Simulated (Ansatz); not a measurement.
`CO[As]([SiH3])OC` + H₂ → `CO[AsH][SiH3]` + CH₃OH at 400 K and 1 bar (hydrogenolysis of the As–O bond).

Program: Ansatz. Geometries: PBE0-D4/def2-TZVP. ΔE: electronic, gas phase. CBS: MP2 limit from def2 TZ/QZ plus the TZ coupled-cluster correction, frozen cores. This one scheme is used for every species. For As outer-core shells are correlated without core-valence functions, which leaves a few kJ/mol of doubt a bond. Scalar relativity is left out up to krypton. One conformer a species, not always the lowest.

```csv
species,CCSD(T)/CBS energy (Eh),H − E (kJ/mol),S (J/(mol·K))
`CO[As]([SiH3])OC`,-2755.94029,333.3,481.7
H₂,-1.17544,38.0,139.0
`CO[AsH][SiH3]`,-2641.50192,230.8,402.2
CH₃OH,-115.61712,151.2,252.6
```

H − E and S are ideal-gas, rigid-rotor, harmonic terms from PBE0-D4/def2-TZVP, for one conformer and one mirror image of each species. The MP2-based limit puts H₂ 0.8 mEh under its directly extrapolated value; such offsets cancel only in part. 1 Eh = 2625.50 kJ/mol, R = 8.31446 J/(mol·K).

**Question.** By hand: ΔE, ΔH, ΔS and ΔG.

**Answer.** ΔE = (-2641.50192) + (-115.61712) − (-2755.94029) − (-1.17544) = -0.00331 Eh = -8.7 kJ/mol. Δ(H − E) = 230.8 + 151.2 − 333.3 − 38.0 = 10.7, so ΔH = 2.0 kJ/mol. ΔS = 402.2 + 252.6 − 481.7 − 139.0 = 34.1 J/(mol·K). ΔG = 2.0 − 400 × (34.1)/1000 = -11.6 kJ/mol.

**Question.** By hand: the equilibrium constant, and the temperature at which ΔG would vanish if ΔH and ΔS stayed fixed.

**Answer.** log₁₀ K = −ΔG/(RT ln 10) = 1.5. ΔG = 0 at ΔH/ΔS = 59 K, though so small a ΔH makes that figure unsure.

TΔS isn't small against ΔH here. A doubt of 5 kJ/mol in ΔE shifts log₁₀ K by 0.7 here. Other conformers and mirror images would add mixing entropy, several J/(mol·K) or more a flexible species. Modes under 60 cm⁻¹, often nearly free rotors, make the harmonic entropy too high. These are equilibria of isolated gas molecules and say nothing of rates. Largest T1 diagnostic: 0.013 (customary marks: 0.02 for closed shells, 0.045 for open ones).
